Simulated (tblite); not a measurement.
C5H7NO.
Numbering: `[O:1]=[CH:2][C@@H:3]1[CH2:4][CH:5]=[N:6][CH2:7]1` (hydrogens: H8 on C2; H9 on C3; H10, H11 on C4; H12 on C5; H13, H14 on C7)

Computed with GFN2-xTB (tblite), gas phase: Langevin dynamics at 200 K from the optimised GFN2-xTB geometry, time step 0.5 fs, friction 0.01 fs⁻¹, 2000 steps. Over the second half of the run the saved frames average 178 K.

The optimised geometry, where the run starts:
```
atom  x, y, z in Å
O1     -1.347   -1.996    0.637
C2     -1.442   -1.073   -0.122
C3     -0.312   -0.207   -0.600
C4      1.049   -0.643   -0.045
C5      1.467    0.558    0.750
N6      0.672    1.532    0.753
C7     -0.490    1.245   -0.035
H8     -2.427   -0.763   -0.525
H9     -0.337   -0.184   -1.691
H10     1.778   -0.883   -0.819
H11     0.940   -1.515    0.606
H12     2.395    0.599    1.297
H13    -0.572    1.992   -0.828
H14    -1.374    1.337    0.601
```

t = 175 fs, T = 150 K, E(pot) 0.272 eV above the start
```
atom  x, y, z in Å  |  force x, y, z in eV/Å
O1     -1.314   -2.111    0.345    0.123  -2.299   0.591
C2     -1.516   -1.006    0.007   -1.014   1.615   0.045
C3     -0.484   -0.100   -0.560    1.143   0.426   1.403
C4      0.950   -0.665   -0.313   -0.591  -0.612   0.382
C5      1.425    0.108    0.882   -0.794  -0.101   0.287
N6      0.673    1.024    1.298   -0.907   0.514  -1.272
C7     -0.469    1.153    0.368    0.283   0.096   0.710
H8     -2.520   -0.508    0.242    0.627  -0.250  -0.482
H9     -0.712    0.175   -1.562   -0.055   0.122  -0.801
H10     1.648   -0.448   -1.085    0.390   0.017  -1.011
H11     0.919   -1.765   -0.139    0.054   0.694  -0.044
H12     2.316   -0.069    1.434    0.554  -0.411   0.074
H13    -0.379    2.058   -0.230    0.237   0.201   0.163
H14    -1.371    1.250    0.976   -0.050  -0.012  -0.045
```

t = 475 fs, T = 182 K, E(pot) 0.259 eV above the start
```
atom  x, y, z in Å  |  force x, y, z in eV/Å
O1     -1.335   -2.174   -0.348    0.072  -0.466  -0.272
C2     -1.345   -0.980   -0.368   -0.537   0.571   0.904
C3     -0.108   -0.108   -0.261   -0.414  -0.405  -1.374
C4      1.150   -0.964   -0.288    0.596  -0.419   1.131
C5      1.786   -0.636    1.034   -1.347   1.531   0.571
N6      1.198    0.294    1.679    0.865  -0.675   0.163
C7     -0.035    0.665    1.082   -0.022   0.604  -0.741
H8     -2.349   -0.454   -0.294    0.779   0.059  -0.264
H9     -0.076    0.543   -1.150   -0.321   0.172   0.443
H10     1.918   -0.654   -0.973   -0.034  -0.104  -0.905
H11     0.922   -2.027   -0.350    0.071  -0.024  -0.255
H12     2.691   -1.023    1.423    0.519  -0.373   0.034
H13    -0.123    1.752    0.873    0.250  -0.456   0.450
H14    -0.802    0.379    1.786   -0.477  -0.015   0.116
```

t = 625 fs, T = 180 K, E(pot) 0.249 eV above the start
```
atom  x, y, z in Å  |  force x, y, z in eV/Å
O1     -1.336   -2.058   -0.366   -0.174  -0.332  -0.063
C2     -1.230   -0.872   -0.510    0.059  -0.470   0.005
C3      0.037   -0.132   -0.289    0.149   1.353   0.509
C4      1.307   -0.924    0.091   -0.785  -1.158  -1.794
C5      1.684   -0.417    1.419    0.221  -0.149  -0.549
N6      0.935    0.466    1.881   -0.695   0.800   0.494
C7     -0.232    0.709    1.028    1.513  -1.135   0.558
H8     -2.131   -0.254   -0.718    0.285   0.111  -0.089
H9      0.260    0.596   -1.094   -0.279  -0.427   0.230
H10     2.029   -0.804   -0.718    0.462   0.261   0.287
H11     1.122   -2.013    0.069   -0.215   0.229   0.378
H12     2.554   -0.815    1.906    0.100   0.213   0.322
H13    -0.351    1.755    0.861   -0.124   0.667  -0.096
H14    -1.034    0.316    1.645   -0.518   0.037  -0.191
```

t = 675 fs, T = 197 K, E(pot) 0.417 eV above the start
```
atom  x, y, z in Å  |  force x, y, z in eV/Å
O1     -1.067   -2.088   -0.542   -0.373  -1.670   0.561
C2     -1.113   -0.910   -0.665    0.185   0.847  -1.237
C3     -0.001   -0.012   -0.215    0.484  -1.292   1.491
C4      1.220   -0.914    0.196   -0.251   0.447   0.108
C5      1.667   -0.277    1.485   -0.366   0.403   0.440
N6      0.866    0.567    1.985    0.533  -0.288  -0.862
C7     -0.218    0.814    1.073   -0.455   0.658   1.005
H8     -1.873   -0.512   -1.379    0.008   0.556   0.560
H9      0.269    0.632   -0.999    0.265   0.897  -1.143
H10     1.944   -0.933   -0.604    0.458   0.012  -0.037
H11     0.905   -1.955    0.377    0.011   0.333   0.049
H12     2.556   -0.446    2.071    0.118  -0.543  -0.343
H13    -0.178    1.922    0.913   -0.556  -0.826  -0.035
H14    -1.105    0.498    1.655   -0.063   0.468  -0.556
```

t = 875 fs, T = 155 K, E(pot) 0.246 eV above the start
```
atom  x, y, z in Å  |  force x, y, z in eV/Å
O1     -1.063   -2.270   -0.312    0.370   0.186   0.063
C2     -0.923   -1.097   -0.526    0.752  -0.252   0.758
C3      0.206   -0.175   -0.090    0.124  -1.035   0.148
C4      1.528   -0.858    0.379   -0.410  -0.718   0.369
C5      1.622   -0.417    1.844    0.427  -0.158  -1.439
N6      0.752    0.417    2.144   -0.548   0.560   2.123
C7     -0.226    0.658    1.177   -0.512  -0.051  -0.982
H8     -1.683   -0.543   -1.051   -0.701   0.492  -0.482
H9      0.393    0.469   -0.933    0.113   0.394  -0.253
H10     2.352   -0.423   -0.190    0.129  -0.418   0.119
H11     1.510   -1.980    0.320   -0.009   1.034  -0.199
H12     2.413   -0.670    2.539   -0.152  -0.077  -0.285
H13    -0.260    1.734    0.971   -0.060  -0.088  -0.026
H14    -1.233    0.348    1.521    0.478   0.130   0.085
```

t = 900 fs, T = 170 K, E(pot) 0.193 eV above the start
```
atom  x, y, z in Å  |  force x, y, z in eV/Å
O1     -1.018   -2.217   -0.315    0.080  -2.009   0.278
C2     -0.925   -1.053   -0.457    0.786   1.407   0.099
C3      0.260   -0.167   -0.183   -0.668   0.068   0.851
C4      1.506   -0.879    0.331   -1.219   0.054   0.722
C5      1.560   -0.405    1.752    0.821   0.412   0.862
N6      0.719    0.457    2.139    0.283  -0.702  -0.625
C7     -0.194    0.742    1.069    0.796   0.413  -0.841
H8     -1.758   -0.449   -0.765   -1.000   0.542  -0.444
H9      0.428    0.400   -1.084    0.114   0.469  -0.133
H10     2.357   -0.576   -0.227    0.884  -0.146  -0.328
H11     1.338   -1.952    0.369    0.249  -0.240  -0.358
H12     2.366   -0.758    2.420   -0.636   0.259  -0.325
H13    -0.130    1.824    0.815   -0.149  -0.584   0.201
H14    -1.194    0.498    1.397   -0.342   0.056   0.038
```

t = 925 fs, T = 156 K, E(pot) 0.181 eV above the start
```
atom  x, y, z in Å  |  force x, y, z in eV/Å
O1     -0.943   -2.197   -0.268   -0.185   0.071  -0.183
C2     -0.983   -1.009   -0.438    1.201  -0.428   0.626
C3      0.198   -0.079   -0.197    0.264  -1.134  -0.205
C4      1.429   -0.912    0.315   -1.267   1.662  -0.391
C5      1.562   -0.373    1.679    0.723  -0.724   0.597
N6      0.725    0.459    2.081   -0.378   0.994   0.013
C7     -0.147    0.835    0.993    0.062   0.439   0.143
H8     -1.893   -0.499   -0.678   -0.856   0.465  -0.383
H9      0.376    0.475   -1.109    0.159   0.168  -0.158
H10     2.329   -0.768   -0.229    0.628  -0.052  -0.678
H11     1.124   -1.924    0.368   -0.008  -1.211  -0.112
H12     2.351   -0.756    2.307   -0.063   0.085   0.298
H13     0.000    1.906    0.749   -0.012  -0.434   0.242
H14    -1.177    0.697    1.300   -0.270   0.100   0.191
```

t = 1000 fs
```
atom  x, y, z in Å
O1     -1.085   -2.195   -0.128
C2     -1.059   -1.022   -0.329
C3      0.150   -0.126   -0.132
C4      1.395   -0.888    0.264
C5      1.585   -0.432    1.683
N6      0.739    0.383    2.109
C7     -0.205    0.808    1.068
H8     -1.895   -0.481   -0.733
H9      0.302    0.422   -1.056
H10     2.220   -0.766   -0.391
H11     1.132   -1.959    0.285
H12     2.411   -0.708    2.350
H13    -0.022    1.875    0.831
H14    -1.212    0.716    1.461
```

Problem. Estimate the potential energy and the forces of this last frame.

Solution. 0.183 eV above the start.

| atom | Fx (eV/Å) | Fy (eV/Å) | Fz (eV/Å) |
| --- | --- | --- | --- |
| O1 | -0.141 | -0.698 | 0.239 |
| C2 | 1.191 | 0.244 | -0.230 |
| C3 | -0.981 | 0.125 | -0.452 |
| C4 | -0.698 | -0.866 | 0.967 |
| C5 | 0.733 | -0.037 | 0.030 |
| N6 | -0.767 | 1.190 | 0.065 |
| C7 | 1.345 | -0.225 | 0.418 |
| H8 | -0.887 | 0.419 | -0.192 |
| H9 | -0.103 | 0.302 | -0.101 |
| H10 | 0.783 | 0.270 | -0.393 |
| H11 | 0.211 | 0.048 | 0.012 |
| H12 | -0.494 | -0.177 | -0.480 |
| H13 | -0.022 | -0.462 | 0.217 |
| H14 | -0.170 | -0.134 | -0.100 |

The bond farthest from its length at the start is N6–C7 (1.469 against 1.434 Å), and half the difference of its two atoms' forces along it is -1.01 eV/Å (positive lengthens). The largest atomic force is 1.47 eV/Å.

What follows is the cost of the whole dynamics run. The run took 15 s of wall time on an Arm Neoverse N1 with one thread, shared host, and the process peaked at 0.18 GiB of memory.
